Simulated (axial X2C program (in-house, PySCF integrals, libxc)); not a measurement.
## Which molecule has these constants?

Calculated with an in-house all-electron X2C program for linear molecules (integrals from PySCF), spin-free (one-electron X2C) or two-component (2c: spin–orbit coupling with atomic mean-field Coulomb and Gaunt terms, which also bring small scalar terms), in Dyall basis sets with cores contracted in-house; open shells are unrestricted.

A two-component PBE0 calculation in a Dyall 3-zeta basis gave Re = 1.967 Å, ωe = 558.3 cm⁻¹, De = 4.82 eV, dipole magnitude 1.97 D, Ω = 3.

Problem. Which molecule is it?
A. IF
B. NbF
C. TcF
D. RuF
E. InF

Solution. C. The others have NbF 1.871 Å and 658.6 cm⁻¹ (Ω = 1); IF 1.926 Å and 617.2 cm⁻¹ (Ω = 0); RuF 1.899 Å and 565.6 cm⁻¹ (Ω = 9/2); InF 1.995 Å and 524.4 cm⁻¹ (Ω = 0).

Each entry is the lowest single determinant of a limited PBE0 search at one distance. De goes to single-determinant-based atoms at the same level (for ions the charge split of lowest energy) and is withheld (n/a) where an atom does not fit its ground term or J level. Main or longest-lived isotopes. One determinant is a doubtful description, or other states lie close, for TcF, NbF, RuF; these need not be ground states, and all values refer to the states named. Some open-shell Ω = 0 determinants are out of reach, so the Ω given for TcF, NbF need not be the lowest component. With several unpaired electrons the Ω given is that of one determinant, not necessarily of the lowest component. Some light 2c atoms are not at their ground J level, so De misses part of their lowering (0.04 eV or less). The functionals have no current term, which raises determinants with orbital currents.
